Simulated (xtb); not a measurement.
Br4Sn, charge -1, doublet, from a rough starting geometry (GFN-xTB shapes and energies of metal compounds can be far from the true ones) (a state made from the parent by changing its charge; the spin is typed, not shown lowest); GFN2-xTB in xtb.

Here is a job for xtb.
```
$ xtb mol.xyz --gfn 2 --chrg -1 --uhf 1 --opt vtight --json

# file mol.xyz
5

Br    -0.89750144     2.30170621    -0.78267832
Sn     0.00406367     0.00746572    -0.03487777
Br    -1.75383352    -1.83093964    -0.40109519
Br     0.54393730     0.12590296     2.45782100
Br     2.11534743    -0.55181669    -1.34716563
```

The log (banner, timings and long lists left out):

```
   ID    Z sym.   atoms
    1   35 Br     1, 3-5
    2   50 Sn     2

           -------------------------------------------------
          |                Calculation Setup                |
           -------------------------------------------------

           -------------------------------------------------
          |                 G F N 2 - x T B                 |
           -------------------------------------------------

          ...................................................
          :                      SETUP                      :
          :.................................................:
          :  # basis functions                  50          :
          :  # atomic orbitals                  45          :
          :  # shells                           15          :
          :  # electrons                        33          :
          :  max. iterations                   250          :
          :  Hamiltonian                  GFN2-xTB          :
          :  restarted?                      false          :
          :  GBSA solvation                  false          :
          :  PC potential                    false          :
          :  electronic temp.          300.0000000     K    :
          :  accuracy                    1.0000000          :
          :  -> integral cutoff          0.2500000E+02      :
          :  -> integral neglect         0.1000000E-07      :
          :  -> SCF convergence          0.1000000E-05 Eh   :
          :  -> wf. convergence          0.1000000E-03 e    :
          :  Broyden damping             0.4000000          :
          :  net charge                         -1          :
          :  unpaired electrons                  1          :
          ...................................................

 iter      E             dE          RMSdq      gap      omega  full diag
   1    -16.9763966 -0.169764E+02  0.153E+01    3.68       0.0  T
   2    -14.5274452  0.244895E+01  0.168E+01    6.81       1.0  T
   3    -18.9554860 -0.442804E+01  0.582E+00    5.74       1.0  T
   4    -18.9041932  0.512928E-01  0.528E+00    5.47       1.0  T
   5    -18.9487983 -0.446051E-01  0.187E+00    6.38       1.0  T
   6    -18.9510956 -0.229736E-02  0.108E+00    6.47       1.0  T
   7    -18.9631288 -0.120331E-01  0.599E-01    6.20       1.0  T
   8    -18.9628980  0.230786E-03  0.534E-01    6.19       1.0  T
   9    -18.9647656 -0.186765E-02  0.411E-02    6.26       1.1  T
  10    -18.9647494  0.162296E-04  0.473E-02    6.26       1.0  T
  11    -18.9647667 -0.173276E-04  0.146E-02    6.26       3.1  T
  12    -18.9647644  0.229571E-05  0.220E-02    6.26       2.0  T
  13    -18.9647648 -0.334233E-06  0.162E-02    6.26       2.8  T
  14    -18.9647662 -0.142291E-05  0.101E-02    6.26       4.4  T
  15    -18.9647670 -0.768033E-06  0.246E-03    6.26      18.2  T
  16    -18.9647670 -0.369268E-07  0.949E-04    6.26      47.1  T
  17    -18.9647670 -0.397248E-08  0.415E-05    6.26    1077.4  T

   *** convergence criteria satisfied after 17 iterations ***

         :::::::::::::::::::::::::::::::::::::::::::::::::::::
         ::                     SUMMARY                     ::
         :::::::::::::::::::::::::::::::::::::::::::::::::::::
         :: total energy             -18.959560386550 Eh    ::
         :: gradient norm              0.045062398906 Eh/a0 ::
         :: HOMO-LUMO gap              6.261417047134 eV    ::
         ::.................................................::
         :: SCC energy               -18.964757502896 Eh    ::
         :: -> isotropic ES            0.081418154612 Eh    ::
         :: -> anisotropic ES         -0.005614100457 Eh    ::
         :: -> anisotropic XC         -0.018496948804 Eh    ::
         :: -> dispersion             -0.008181705223 Eh    ::
         :: repulsion energy           0.005197116346 Eh    ::
         :: add. restraining           0.000000000000 Eh    ::
[...]
 * total energy  :   -18.9595604 Eh     change        0.4336087E-10 Eh
 * total energy  :   -18.9695727 Eh     change       -0.1001236E-01 Eh
 * total energy  :   -18.9705839 Eh     change       -0.1011158E-02 Eh
 * total energy  :   -18.9706341 Eh     change       -0.5018578E-04 Eh
 * total energy  :   -18.9706761 Eh     change       -0.4198117E-04 Eh
 * total energy  :   -18.9706787 Eh     change       -0.2651105E-05 Eh
 * total energy  :   -18.9706811 Eh     change       -0.2380881E-05 Eh
 * total energy  :   -18.9706809 Eh     change        0.2432513E-06 Eh
 * total energy  :   -18.9706815 Eh     change       -0.6166357E-06 Eh
 * total energy  :   -18.9706815 Eh     change       -0.2725913E-07 Eh
   *** GEOMETRY OPTIMIZATION CONVERGED AFTER 10 ITERATIONS ***
         :: total energy             -18.970681501734 Eh    ::
[...]
        12        2.0000           -0.2936046              -7.9894
        13        2.0000           -0.2935998              -7.9893
        14        2.0000           -0.2890261              -7.8648
        15        2.0000           -0.2890214              -7.8647
        16        2.0000           -0.2890187              -7.8646
        17        1.0000           -0.2625951              -7.1456 (HOMO)
        18                         -0.0441252              -1.2007 (LUMO)
        19                         -0.0440744              -1.1993
        20                         -0.0440534              -1.1988
        21                          0.0855246               2.3272
        22                          0.0855370               2.3276
        23                          0.1555829               4.2336
        24                          0.1555862               4.2337
        25                          0.1555935               4.2339
        26                          0.1641193               4.4659
        27                          0.1641257               4.4661
        28                          0.1641275               4.4661
       ...                                ...                  ...
        45                          0.8895816              24.2067
      -------------------------------------------------------------
                  HL-Gap            0.2184699 Eh            5.9449 eV
             Fermi-level           -0.2143215 Eh           -5.8320 eV

     #   Z          covCN         q      C6AA      α(0)
     1  35 Br       0.799    -0.384   195.547    22.545
     2  50 Sn       3.195     0.535   343.251    35.612
     3  35 Br       0.799    -0.384   195.547    22.546
     4  35 Br       0.799    -0.384   195.545    22.545
     5  35 Br       0.799    -0.384   195.548    22.546

 Mol. C6AA /au·bohr⁶  :       5520.997446
 Mol. C8AA /au·bohr⁸  :     423442.083190
 Mol. α(0) /au        :        125.794085

Wiberg/Mayer (AO) data.
largest (>0.10) Wiberg bond orders for each atom

 ---------------------------------------------------------------------------
     #   Z sym  total        # sym  WBO       # sym  WBO       # sym  WBO
 ---------------------------------------------------------------------------
     1  35 Br   0.966 --     2 Sn   0.654     5 Br   0.104     3 Br   0.104
                             4 Br   0.104
     2  50 Sn   2.614 --     4 Br   0.654     1 Br   0.654     3 Br   0.654
                             5 Br   0.653
     3  35 Br   0.966 --     2 Sn   0.654     5 Br   0.104     1 Br   0.104
                             4 Br   0.104
     4  35 Br   0.966 --     2 Sn   0.654     5 Br   0.104     3 Br   0.104
                             1 Br   0.104
     5  35 Br   0.966 --     2 Sn   0.653     3 Br   0.104     1 Br   0.104
                             4 Br   0.104
 ---------------------------------------------------------------------------

Topologies differ in total number of bonds
Writing topology from bond orders to xtbtopo.mol

molecular dipole:
                 x           y           z       tot (Debye)
 q only:       -0.005      -0.020       0.041
   full:       -0.005      -0.020       0.040       0.113
molecular quadrupole (traceless):
                xx          xy          yy          xz          yz          zz
 q only:       -0.006       0.000      -0.004       0.003       0.002       0.009
  q+dip:       -0.004      -0.000      -0.005      -0.000       0.003       0.009
   full:       -0.004      -0.000      -0.005      -0.001       0.003       0.009

optimized geometry written to: xtbopt.xyz

           -------------------------------------------------
          | TOTAL ENERGY              -18.970681501734 Eh   |
          | GRADIENT NORM               0.000036062083 Eh/α |
          | HOMO-LUMO GAP               5.944867864490 eV   |
           -------------------------------------------------

normal termination of xtb
```
